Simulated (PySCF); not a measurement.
Species: C5H3F5O.
Cartesian coordinates in Å at the PBE0-D3(BJ)/def2-SVP level; atoms count from 1:
```xyz
14
C5H3F5O angstrom
F      2.1046    1.9837   -0.4500
C      1.1849    1.0494   -0.3994
C     -0.1011    1.1728   -0.0901
C     -0.7041   -0.1867   -0.2379
F     -1.6477   -0.2066   -1.2277
C     -1.4134   -0.7040    1.0234
F     -2.3889    0.1332    1.3769
F     -0.5454   -0.7757    2.0297
F     -1.9372   -1.9044    0.8293
O      0.3281   -1.0545   -0.5468
C      1.5428   -0.3636   -0.7175
H     -0.6572    2.0691    0.1734
H      1.9245   -0.4717   -1.7483
H      2.3039   -0.7618   -0.0245
```

Level: wB97X-D/def2-SVPD in PySCF, non-relativistic, on one gas-phase PBE0-D3(BJ)/def2-SVP geometry that isn't relaxed in the solvent. The solvent is an IEF-PCM continuum (cavity from Bondi-type radii × 1.2), and excitations are vertical TDDFT with non-equilibrium linear response and a frozen core. Specific hydrogen bonds and non-electrostatic terms are outside this model.

Gas-phase singlets (H = HOMO, L = LUMO):

```
state  E (eV)  λ (nm)      f  leading configurations
   S1   7.336     169  0.269      H→L 79%, H-1→L 17%
   S2   7.683     161  0.058      H-1→L 80%, H→L 16%
   S3   7.982     155  0.018    H→L+1 55%, H→L+2 31%
   S4   8.216     151  0.002               H-2→L 88%
   S5   8.413     147  0.005    H→L+2 45%, H→L+1 32%
```

**Question.** How does the list change in tetrahydrofuran (ε = 7.426)?

**Answer.** 
```csv
state,E (eV),λ (nm),f,leading configurations,change by rank (eV)
S1,7.250,171,0.377,H→L 91%,-0.086
S2,7.769,160,0.030,H-1→L 91%,+0.086
S3,7.979,155,0.022,"H→L+2 51%, H→L+1 34%",-0.003
S4,8.295,149,0.002,H-2→L 87%,+0.079
S5,8.388,148,0.011,"H→L+1 48%, H→L+2 18%",-0.025
```

**Question.** What are the lowest 5 singlets in acetonitrile (ε = 35.69)?

**Answer.** 
| state | E (eV) | λ (nm) | f | leading configurations | change by rank (eV) |
| --- | --- | --- | --- | --- | --- |
| S1 | 7.262 | 171 | 0.369 | H→L 91% | -0.074 |
| S2 | 7.798 | 159 | 0.028 | H-1→L 92% | +0.115 |
| S3 | 7.985 | 155 | 0.022 | H→L+2 60%, H→L+1 24% | +0.003 |
| S4 | 8.310 | 149 | 0.001 | H-2→L 84% | +0.094 |
| S5 | 8.383 | 148 | 0.011 | H→L+1 54%, H→L+5 19% | -0.030 |

**Question.** The ground-state energy changes by -0.215 eV from gas to acetonitrile. By how much does the total energy of gas-phase S1 change?

**Answer.** E(S1) = E(S0) + excitation energy, so it changes by -0.215 − 0.074 = -0.289 eV: it is lowered more than the ground state, which is what a red shift means. This is the vertical state, with the slow part of the continuum still set for S0.

**Question.** How do the frontier levels move from gas to acetonitrile?

**Answer.** 
```
orbital  gas (eV)  solvent (eV)  change (eV)                    Löwdin shares, gas               Löwdin shares, solvent
 LUMO+2      2.48          2.61        +0.13    O10 17 %, F1 12 %, C11 9 %, C6 8 %   F1 20 %, C2 16 %, O10 12 %, F9 7 %
 LUMO+1      2.05          2.34        +0.29  C2 23 %, C11 18 %, F1 13 %, H13 10 %    C2 16 %, C11 12 %, C3 9 %, C6 9 %
   LUMO      1.08          1.41        +0.33     C2 32 %, C3 27 %, F1 8 %, C11 6 %     C2 32 %, C3 25 %, F1 8 %, C4 6 %
   HOMO    -10.37        -10.05        +0.32    C3 35 %, C2 26 %, F1 10 %, C11 7 %   C3 36 %, C2 25 %, F1 10 %, C11 7 %
 HOMO-1    -11.25        -11.07        +0.18     O10 56 %, C11 9 %, F5 6 %, C4 4 %  O10 55 %, C11 11 %, F5 6 %, H13 4 %
 HOMO-2    -12.37        -12.21        +0.16   O10 31 %, F5 12 %, C3 12 %, C4 11 %  O10 31 %, F1 14 %, C3 12 %, C4 10 %
 HOMO-3    -12.91        -12.83        +0.08   F5 28 %, O10 11 %, C4 11 %, C11 9 %   F5 26 %, C4 12 %, C11 12 %, C6 8 %
```

The HOMO–LUMO gap goes from 11.45 to 11.45 eV. Rows go by rank; for LUMO+1 and LUMO+2 the atom shares or the degeneracy differ between the runs, so the row needn't follow one orbital.

The pairwise dispersion term of wB97X-D wasn't added to the energies; at a given geometry it leaves orbitals and properties as they are.
